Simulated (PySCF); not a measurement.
C₄H₅NSi, SMILES C#C[C@@H]([SiH3])C#N. Coordinates come from a PBE-D3(BJ)/def2-SVP optimisation. The structure was generated by enumeration; whether it is a known compound was not checked.

Calculation: PBE-D3(BJ)/def2-SVP in PySCF 2.14.0.

Harmonic wavenumbers (cm⁻¹): 115, 122, 153, 156, 345, 404, 438, 515, 564, 618, 629, 675, 730, 868, 903, 903, 929, 1033, 1041, 1234, 2168, 2182, 2202, 2216, 2286, 2963, 3407. Rotational constants (GHz): 2.984, 2.619, 1.496; symmetry number 1.

Problem. Work out the zero-point energy and the ideal-gas rigid-rotor harmonic-oscillator thermochemistry at 298.15 K and 1 atm.

Solution. ZPE = ½ Σ hcν = ½ × 29799 cm⁻¹ = 42.60 kcal/mol. H − E(el) = 48.00 kcal/mol. Entropy in cal/(mol K): translation 39.57, rotation 27.71, vibration 17.78, total 85.06. G − E(el) = 22.64 kcal/mol. Cp = 28.87 cal/(mol K). Modes under 150 cm⁻¹ make the vibrational entropy uncertain.
